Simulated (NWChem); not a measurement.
# C₂H₇B; SMILES BCC

```xyz
10

B     -0.2765    -1.4335    -0.0108
H      0.2897    -2.4785     0.2254
H     -1.4408    -1.4748    -0.3487
C      0.5122    -0.0953     0.0274
C     -0.2558     1.2201     0.0193
H      1.1003    -0.2053    -0.9163
H      1.2976    -0.1144     0.8036
H     -0.8073     1.3629     0.9618
H     -0.9979     1.2460    -0.7938
H      0.4061     2.0914    -0.1051
```
Atoms are numbered in this order, from 1.

Computed with NWChem. Geometry: optimised at PBE0/def2-SVP. GIAO values for the isolated, static molecule; σ is the absolute isotropic shielding, δ = σ(reference) − σ with the isolated reference molecule computed at the same levels (11B: boron trifluoride, 13C: tetramethylsilane, 1H: tetramethylsilane).

Question: What does the run give for PBE0/pcSseg-1? Quantities: δ B1 (ppm); δ H2 (ppm); δ C4 (ppm); δ C5 (ppm); δ H6 (ppm); δ H7 (ppm); δ H8 (rotor mean) (ppm).

Answer: 
```yaml
"δ B1 (ppm)": 78.8
"δ H2 (ppm)": 7.72
"δ C4 (ppm)": 31.6
"δ C5 (ppm)": 13.6
"δ H6 (ppm)": 0.80
"δ H7 (ppm)": 2.39
"δ H8 (rotor mean) (ppm)": 1.28
```
